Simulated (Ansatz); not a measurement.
Na₂Sn⁻. Total charge -1; doublet. Geometry r2SCAN-D4/def2-TZVP, that of the neutral singlet; atoms count from 1.

```xyz
3

Na    0.873    1.934   -0.437
Na    0.437   -1.789    1.140
Sn   -1.310   -0.144   -0.704
```

In the def2 sets Sn takes a core potential; there is no spin–orbit coupling. The charge -1 doublet is spin-contaminated (final ⟨S²⟩ up to 1.46, 0.75 for a pure state). The structure comes from a short search, and lower isomers may exist.

(1) Estimate the Mulliken populations from the PBE0/def2-TZVPD orbitals of Ansatz.

(2) Where does the spin sit?

(3) And the Mayer bond orders between bonded heavy atoms (over 0.3)?

## Answers

(1) 
| atom | charge (e) | spin (α − β) |
| --- | --- | --- |
| Na1 | -0.27 | -0.51 |
| Na2 | -0.27 | -0.51 |
| Sn3 | -0.46 | 2.02 |
Mulliken values and Mayer orders depend strongly on the basis. With diffuse functions, as here, like atoms can get unlike values, and bond orders can come out too low or too high.

(2) Summed by element: Na -1.02, Sn 2.02, of 1 unpaired in all. Largest on single atoms: Sn3 2.02, Na2 -0.51, Na1 -0.51.

(3) Na1–Sn3 0.82 (3.03 Å); Na2–Sn3 0.82 (3.03 Å). Values over 0.3 also appear between atoms too far apart for a bond (Na1–Na2 0.35 at 4.07 Å); they arise where an orbital or an unpaired electron spreads over both atoms.
